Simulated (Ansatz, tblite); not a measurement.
Adding an electron: the cluster Li3S⁺. The state is a singlet with charge 1. Geometry: B3LYP-D4/def2-TZVP. Ansatz, gas phase; energy differences of separate SCF runs; the reduced species was run as a doublet alone.

```xyz
4

Li   -1.894    0.238    1.014
Li    0.362   -1.749   -1.218
Li    1.533    1.511    0.203
S     0.000    0.000    0.001
```

The xTB rows come from tblite. LC-ωPBE has ω = 0.4 bohr⁻¹. The structure comes from a short search, and lower isomers may exist.

```csv
level,−HOMO (eV),−LUMO (eV),vertical EA (eV),HOMO–LUMO gap (eV)
GFN1-xTB,15.42,11.47,9.25,3.96
PBE-D4/def2-TZVP,8.48,5.00,3.77,3.48
r2SCANh-D4/def2-TZVP,9.01,4.08,3.53,4.93
r2SCAN0-D4/def2-TZVP,9.62,3.93,3.49,5.68
LC-ωPBE/def2-TZVP,12.09,3.11,3.26,8.98
```

Task: Estimate the rows for GFN2-xTB, r2SCAN-D4/def2-TZVP, B97M-V/def2-TZVP, PBE0-D4/def2-TZVP, CAM-B3LYP-D4/def2-TZVP.

Result: 
```json
{"level": "GFN2-xTB", "−HOMO (eV)": "13.21", "−LUMO (eV)": "10.83", "vertical EA (eV)": "7.92", "HOMO–LUMO gap (eV)": "2.38"}
{"level": "r2SCAN-D4/def2-TZVP", "−HOMO (eV)": "8.61", "−LUMO (eV)": "4.19", "vertical EA (eV)": "3.55", "HOMO–LUMO gap (eV)": "4.42"}
{"level": "B97M-V/def2-TZVP", "−HOMO (eV)": "8.59", "−LUMO (eV)": "4.79", "vertical EA (eV)": "3.68", "HOMO–LUMO gap (eV)": "3.80"}
{"level": "PBE0-D4/def2-TZVP", "−HOMO (eV)": "9.52", "−LUMO (eV)": "4.43", "vertical EA (eV)": "3.61", "HOMO–LUMO gap (eV)": "5.09"}
{"level": "CAM-B3LYP-D4/def2-TZVP", "−HOMO (eV)": "10.78", "−LUMO (eV)": "4.00", "vertical EA (eV)": "3.50", "HOMO–LUMO gap (eV)": "6.78"}
```

 Raw xTB energy differences between charge states are shifted by several eV; the methods need an empirical correction for them.
